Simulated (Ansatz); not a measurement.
Molecular dynamics of BClH₃NO

Input file:

```yaml
crystal:
  periodic: [false, false, false]
  atoms:
    - { symbol: B, position_ang: [-0.033406, -0.170966, 0.072884] }
    - { symbol: Cl, position_ang: [-0.216177, -0.235599, 1.843968] }
    - { symbol: O, position_ang: [1.23289, -0.222788, -0.402547] }
    - { symbol: H, position_ang: [1.289607, -0.185836, -1.355964] }
    - { symbol: "N", position_ang: [-1.187974, -0.070953, -0.708579] }
    - { symbol: H, position_ang: [-2.100654, -0.037216, -0.300848] }
    - { symbol: H, position_ang: [-1.187185, -0.028541, -1.708814] }
basis:
  gaussian: { orbitals: "6-31G*" }
hamiltonian:
  xc: { name: BHLYP }
md:
  timestep: 3.0
  n_steps: 40
  ensemble: nve_milne
  temperature: 200.0
  initial_velocities: maxwell_boltzmann
  seed: 618132
```

Run as:

```bash
$ ansatz run input.yaml --threads 1 --pin off --max-ram 2048MiB --backend cpu --events-out ev --progress --plain --runs-dir out
```

It starts from a relaxed structure.

Output, in part (one step line in 2, the closing report, with atoms numbered from 0):

```
md step     0: t =     0.00 fs  T =   200.0 K  F+E_penalty+E_count = -16785.79305270 eV  E_kin = 0.129260 eV  conserved = -16785.66379270 eV  (24 SCF iters)
md step     2: t =     6.00 fs  T =   437.0 K  F+E_penalty+E_count = -16783.79412824 eV  E_kin = 0.282407 eV  conserved = -16783.51172089 eV  (36 SCF iters)
md step     4: t =    12.00 fs  T = 34269.4 K  F+E_penalty+E_count = -16772.93462009 eV  E_kin = 22.148331 eV  conserved = -16750.78628924 eV  (48 SCF iters)
md step     6: t =    18.00 fs  T = 12223.8 K  F+E_penalty+E_count = -16766.07747456 eV  E_kin = 7.900219 eV  conserved = -16758.17725520 eV  (144 SCF iters)
md step     8: t =    24.00 fs  T = 14614.7 K  F+E_penalty+E_count = -16770.55389801 eV  E_kin = 9.445494 eV  conserved = -16761.10840389 eV  (86 SCF iters)
md step    10: t =    30.00 fs  T = 21396209.2 K  F+E_penalty+E_count = -16761.57481399 eV  E_kin = 13828.369880 eV  conserved = -2933.20493431 eV  (275 SCF iters)
md step    12: t =    36.00 fs  T = 14805649.7 K  F+E_penalty+E_count = -16764.03841455 eV  E_kin = 9568.891341 eV  conserved = -7195.14707401 eV  (308 SCF iters)
md step    14: t =    42.00 fs  T = 2393688.0 K  F+E_penalty+E_count = -16762.42946488 eV  E_kin = 1547.040513 eV  conserved = -15215.38895215 eV  (311 SCF iters)
md step    16: t =    48.00 fs  T = 14879875.2 K  F+E_penalty+E_count = -16763.93114808 eV  E_kin = 9616.863283 eV  conserved = -7147.06786554 eV  (600 SCF iters)
md step    18: t =    54.00 fs  T = 14819042.5 K  F+E_penalty+E_count = -16765.56896586 eV  E_kin = 9577.547100 eV  conserved = -7188.02186611 eV  (344 SCF iters)
md step    20: t =    60.00 fs  T = 2378179.5 K  F+E_penalty+E_count = -16766.18246738 eV  E_kin = 1537.017423 eV  conserved = -15229.16504397 eV  (440 SCF iters)
md step    22: t =    66.00 fs  T = 14860662.4 K  F+E_penalty+E_count = -16758.92451162 eV  E_kin = 9604.446040 eV  conserved = -7154.47847129 eV  (415 SCF iters)
md step    24: t =    72.00 fs  T = 14810471.7 K  F+E_penalty+E_count = -16760.41361981 eV  E_kin = 9572.007774 eV  conserved = -7188.40584617 eV  (316 SCF iters)
md step    26: t =    78.00 fs  T = 2388238.7 K  F+E_penalty+E_count = -16763.61737821 eV  E_kin = 1543.518688 eV  conserved = -15220.09869029 eV  (331 SCF iters)
md step    28: t =    84.00 fs  T = 14864451.7 K  F+E_penalty+E_count = -16763.55816902 eV  E_kin = 9606.895043 eV  conserved = -7156.66312597 eV  (289 SCF iters)
md step    30: t =    90.00 fs  T = 14816575.8 K  F+E_penalty+E_count = -16759.96538401 eV  E_kin = 9575.952880 eV  conserved = -7184.01250387 eV  (336 SCF iters)
md step    32: t =    96.00 fs  T = 2383916.3 K  F+E_penalty+E_count = -16757.30168540 eV  E_kin = 1540.725113 eV  conserved = -15216.57657288 eV  (269 SCF iters)
md step    34: t =   102.00 fs  T = 14860667.2 K  F+E_penalty+E_count = -16759.18615038 eV  E_kin = 9604.449104 eV  conserved = -7154.73704618 eV  (279 SCF iters)
md step    36: t =   108.00 fs  T = 14817880.5 K  F+E_penalty+E_count = -16759.82202949 eV  E_kin = 9576.796080 eV  conserved = -7183.02594965 eV  (287 SCF iters)
md step    38: t =   114.00 fs  T = 2365349.2 K  F+E_penalty+E_count = -16761.82196756 eV  E_kin = 1528.725166 eV  conserved = -15233.09680173 eV  (304 SCF iters)
md step    40: t =   120.00 fs  T = 14869006.9 K  F+E_penalty+E_count = -16760.58298567 eV  E_kin = 9609.839079 eV  conserved = -7150.74390705 eV  (1325 SCF iters)
Total energy: -16760.58334417 eV, -615.9400771668 hartree
Atom 0 at     0.969263    -0.226121     1.009097 Å, force     2.129489    -1.480621    -5.391527 eV/Å
Atom 1 at    -0.466076    -0.188131     1.847709 Å, force    -0.357588     0.302075     1.060938 eV/Å
Atom 2 at     1.669077    -0.454580    -0.011101 Å, force    -1.771905     1.178552     4.330584 eV/Å
Atom 3 at    -0.809637    -1.473816   -18.504654 Å, force     0.213489    -1.114742    -1.114149 eV/Å
Atom 4 at    -9.381704    70.572099     1.833584 Å, force     0.000001    -0.000006     0.000003 eV/Å
Atom 5 at   104.212305  -974.362513   -16.082713 Å, force    -0.000000     0.000003     0.000001 eV/Å
Atom 6 at    -0.429566    -3.458229   -20.488480 Å, force    -0.213486     1.114739     1.114150 eV/Å
Dipole moment:     1.978918   -20.723847     0.125427 e Å
```

All steps were run. The conserved energy changed by up to 2e+06 meV per atom, so the integration failed: the time step of 3 fs is too long for the fastest motions that this run met, and the later frames carry no physical meaning.

Parted: B1–N5 1.40 → 71.56 Å, O3–H4 0.96 → 18.69 Å, N5–H6 1.00 → 1051.24 Å, N5–H7 1.00 → 77.84 Å. It ends as BClO + H + H + H + N. Pairs count as bonded within 1.25 times the sum of covalent radii (0.12 Å more for H–H).

Last frame:

```xyz
7
Properties=species:S:1:pos:R:3
B 0.969 -0.226 1.009
Cl -0.466 -0.188 1.848
O 1.669 -0.455 -0.011
H -0.810 -1.474 -18.505
N -9.382 70.572 1.834
H 104.212 -974.362 -16.083
H -0.430 -3.458 -20.488
```

Run time: 9.3 min on 1 thread of Arm Neoverse V1 (shared host), peak memory 0.17 GiB.
